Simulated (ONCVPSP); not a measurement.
# Building the ONCV potential for tin (LDA (Perdew-Wang 92), fully relativistic).

```json
{
  "Element": "tin",
  "Generator": "ONCVPSP 4.0.1",
  "Type": "optimised norm-conserving Vanderbilt (ONCV)",
  "Functional": "LDA (Perdew-Wang 92)",
  "Relativity": "fully relativistic",
  "Frozen core": "[Ar] 3d10 4s2",
  "Valence charge": "20",
  "Reference configuration": "4p6 4d10 5s2 5p2",
  "Partial waves": "5s: rc 1.55 bohr, ncon 3, nbas 7, qcut 3.4 1/bohr, 3 projectors, debl 3.1 Ha; 4p+5p: rc 1.45 bohr, ncon 4, nbas 7, qcut 10.3 1/bohr, 2 projectors; 4d: rc 1.10 bohr, ncon 4, nbas 7, qcut 8.4 1/bohr, 2 projectors, debl 2.9 Ha",
  "Local potential": "polynomial inside 0.90 bohr (lpopt 4, dvloc0 0 Ha)",
  "Core correction": "none"
}
```

Open shells are filled in proportion to 2j + 1.

- Cutoffs needed: 74 Ha and 135 Ha (the cutoffs (Ha) at which the residual kinetic energy of the hardest occupied pseudo-wave falls to 1 and 0.1 mHa per electron)
- Ghost test: ghosts flagged at negative energy: s at -177.5 eV; GHOST(+) flagged for s at 86.6 eV; a true bound ghost makes a file unfit for plane-wave use
- Largest excitation error: -0.5 meV (all-electron minus pseudo) for 4p6 4d10 5s2 5p0, out of 4 test configurations
